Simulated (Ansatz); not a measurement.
Species, as SMILES: F[SiH] (F-SiH) (closed-shell singlet).
Atoms: Si1, H2, F3. Bonds: Si1-H2, Si1-F3.

How fast the optimised Si1-F3 bond length converges with the basis for several methods (Ansatz, an electronic-structure program): deviation from each method's own reference, in Å. References: B3LYP 1.6161 Å, the value in aug-pcseg-3; HF 1.5825 Å, the value in aug-pcseg-3; MP2 1.6137 Å, the value in aug-cc-pV(Q+d)Z; PBE 1.6305 Å, the value in aug-pcseg-3. Cartesian d functions, on some or all atoms, in 6-31G*, 6-311G**; all else is spherical. In correlated methods cores are frozen. A restricted Hartree-Fock determinant is unstable towards unrestricted orbitals. No added dispersion term, no relativity. The reference of a correlated method is not its basis-set limit, which lies further on.

| basis | functions | B3LYP | HF | MP2 | PBE |
|---|---|---|---|---|---|
| 6-31G* | 36 | 0.0083 | [?] | 0.0129 | 0.0072 |
| def2-SVP | 37 | 0.0236 | [?] | 0.0254 | 0.0218 |
| 6-311G** | 51 | 0.0179 | [?] | 0.0110 | 0.0171 |
| pcseg-2 | 78 | 0.0021 | [?] | -0.0001 | 0.0015 |
| cc-pV(T+d)Z | 83 | 0.0017 | [?] | -0.0005 | 0.0011 |
| jun-cc-pV(T+d)Z | 101 | 0.0063 | [?] | 0.0064 | 0.0064 |
| aug-cc-pV(T+d)Z | 124 | 0.0042 | [?] | 0.0048 | 0.0043 |
| def2-QZVPP | 157 | 0.0016 | [?] | -0.0009 | 0.0015 |

Task: Some entries are withheld; supply them.

Result: 
- 6-31G*, HF: 0.0202
- def2-SVP, HF: 0.0388
- 6-311G**, HF: 0.0244
- pcseg-2, HF: 0.0023
- cc-pV(T+d)Z, HF: 0.0043
- jun-cc-pV(T+d)Z, HF: 0.0064
- aug-cc-pV(T+d)Z, HF: 0.0041
- def2-QZVPP, HF: 0.0018

Mean absolute deviation over 6-311G**, pcseg-2, cc-pV(T+d)Z, jun-cc-pV(T+d)Z, aug-cc-pV(T+d)Z: MP2 0.0046, PBE 0.0061, B3LYP 0.0064, HF 0.0083 Å.
